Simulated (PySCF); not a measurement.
Ligand exchange on a metal centre used in film growth or etching (Hf Cl-OH). Gas-phase values, no solvent. One relaxed conformer stands for each flexible species; it need not be the lowest.

The charge on the central atom (Mulliken) from two functionals at the same geometries (BP86-D3(BJ)/def2-SVP), both in PySCF: PBE-D3(BJ)/def2-TZVP and TPSSh-D3(BJ)/def2-TZVP. 

| species | PBE-D3(BJ)/def2-TZVP (e) | TPSSh-D3(BJ)/def2-TZVP (e) |
|---|---|---|
| 0 of 4 Cl replaced by OH | 1.09 | 1.27 |
| 1 of 4 Cl replaced by OH | 1.20 | 1.38 |
| 2 of 4 Cl replaced by OH ([Hf(Cl)2(OH)2]) | 1.29 | 1.48 |
| 3 of 4 Cl replaced by OH | 1.37 | 1.57 |
| 4 of 4 Cl replaced by OH | 1.43 | 1.64 |

Over these rows, drawn at random from the members with no instability flagged (it was tested for open shells, ions and some series alone), PBE minus TPSSh-D3(BJ): mean -0.20 e, from -0.22 e to -0.18 e.
